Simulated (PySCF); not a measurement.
Borazine, B3H6N3.
Numbering: `[BH:1]1[NH:2][BH:3][NH:4][BH:5][NH:6]1` (hydrogens: H7 on B1; H8 on N2; H9 on B3; H10 on N4; H11 on B5; H12 on N6)

Geometry (PBE0-D3(BJ)/def2-SVP, Å), atoms numbered from 1 in this order:
```
atom  x, y, z in Å
B1     0.990   -1.050   -0.086
N2     1.356    0.290    0.239
B3     0.402    1.348    0.326
N4    -0.964    1.022    0.076
B5    -1.393   -0.299   -0.251
N6    -0.392   -1.313   -0.324
H7     1.819   -1.928   -0.159
H8     2.331    0.500    0.410
H9     0.739    2.477    0.599
H10   -1.657    1.757    0.133
H11   -2.558   -0.549   -0.459
H12   -0.673   -2.256   -0.557
```

Jobs on this species (12 atoms, 42 electrons) with PySCF (density fitting). Hardware of each: an Arm Neoverse V2 with one thread, no GPU (shared host). Times come from a shared host and carry two figures at best.

| level and settings | work | basis functions | SCF cycles | wall time |
| --- | --- | --- | --- | --- |
| PBE0-D3(BJ)/def2-SVP, grid level 1 | geometry optimisation from a GFN2-xTB start shaken at random | 114 | ? | ? |
| LDA/def2-SVPD | 10 singlets by full TDDFT, 4 Tamm–Dancoff triplets, polarisability, ΔSCF ions | 168 | ? | ? |
| PBE0-D3(BJ)/def2-SVP, grid level 1 | geometry optimisation from a GFN2-xTB start | 114 | ? | ? |
| BHandHLYP/def2-SVPD | 10 singlets by full TDDFT, 4 Tamm–Dancoff triplets, polarisability, ΔSCF ions | 168 | 11 | 44 s |
| HF/def2-SVPD | 10 singlets by TDHF, 4 Tamm–Dancoff triplets, polarisability, ΔSCF ions | 168 | 9 | 11 s |
| PBE/def2-SVPD | 10 singlets by full TDDFT, 4 Tamm–Dancoff triplets, polarisability, ΔSCF ions | 168 | 14 | 68 s |
| B3LYP/def2-SVPD | 10 singlets by full TDDFT, 4 Tamm–Dancoff triplets, polarisability, ΔSCF ions | 168 | 12 | 83 s |
| PBE0/def2-SVPD | 10 singlets by full TDDFT, 4 Tamm–Dancoff triplets, polarisability, ΔSCF ions | 168 | 12 | 81 s |

Q: Fill in the missing figures.

A: 
- PBE0-D3(BJ)/def2-SVP, grid level 1; geometry optimisation from a GFN2-xTB start shaken at random: 27 s, 52 SCF cycles
- LDA/def2-SVPD; 10 singlets by full TDDFT, 4 Tamm–Dancoff triplets, polarisability, ΔSCF ions: 39 s, 13 SCF cycles
- PBE0-D3(BJ)/def2-SVP, grid level 1; geometry optimisation from a GFN2-xTB start: 22 s, 34 SCF cycles

Q: What do all jobs in the table cost together?

A: About 6.2 min; the longest takes about 22 % of that, and about 7.5 times as long as the shortest.
